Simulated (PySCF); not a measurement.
Ga(CF3)2(Me), SMILES [CH3][Ga]([C](F)(F)F)[C](F)(F)F (C3H3F6Ga), PBE0/def2-SVP optimised geometry. Atoms within 1.6 Å of the plane z = 1.5 Å (x, y, z in Å): Ga1 (0.02, 0.16, 0.00), C2 (-1.05, -1.56, -0.08), F3 (-0.31, -2.63, 0.24), F5 (-2.11, -1.57, 0.74), C6 (-1.05, 1.88, 0.00), F7 (-0.74, 2.63, 1.07), F8 (-2.38, 1.72, 0.01), C10 (1.96, 0.16, 0.00), H12 (2.34, -0.47, 0.82), H13 (2.38, 1.17, 0.10).

Computed with PBE0/def2-TZVP in PySCF.

Map of the LUMO amplitude (bohr^(-3/2)) on the plane z = 1.5 Å; orbital energy -2.15 eV, overall sign arbitrary:

```
|222222222222222222222222222|
|222222222222222222222222222|
|222222222222222222222222222|
|222222222333332222222222222|
|222222222333333222222222222|
|222222222333333332222222222|
|222222222221123333322222222|
|222222222210123333322222222|
|222222223322334433332222222|
|222222233344555443332222222|
|222222333456676554332222222|
|222223334567888654322222222|
|222223334568999754322222222|
|222223334568999754211122222|
|222223334467898753211122222|
|222223333456777643211122222|
|222222222345665543221222222|
|222222221234444433222222222|
|222222222233343333222222222|
|222222222233333333222222222|
|222222222222222332222222222|
|222222222222222222222222222|
|222222222222222222222222222|
|222222222222222222222222222|
|222222222222222222222222222|
|222222222222222222222222222|
|222222222222222222222222222|
```
Scale: ten equal steps from -0.037 (start of '0') to 0.099 (end of '9'), in the order '0123456789'; x runs from -5.00 to 5.00, y from -5.00 (bottom) to 5.00 (top).
